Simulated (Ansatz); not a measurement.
CH$_{6}$GeOSi (`[OH][GeH]1[CH2][SiH2]1`). Charge 0, multiplicity 1. Correlated methods include outer-core shells of Ge, which these sets cover unevenly. Scalar relativity is left out up to krypton.

Z-matrix (Å, degrees):
```
Ge
C 1 1.983
Si 1 2.303 2 51.8
O 1 1.784 2 111.2 3 -112.3
H 1 1.533 2 117.5 3 118.0
H 2 1.088 1 114.4 3 111.6
H 2 1.087 1 117.8 3 -113.8
H 3 1.482 1 120.9 2 -103.0
H 3 1.483 1 121.7 2 103.3
H 4 0.959 1 111.6 2 126.7
```

(1) Give the diagnostics of a CCSD(T)/def2-TZVPP run (frozen core, Ansatz 0.2.0). (Best estimate.)

Results:

(1) The calculation gave: T1 = 0.0124, largest single amplitude 0.013, largest double 0.040, (T) share of the correlation energy 3.9 %, 10 CCSD cycles. The RHF solution is stable towards an unrestricted one. T1 lies under the customary mark of 0.02 for closed shells.
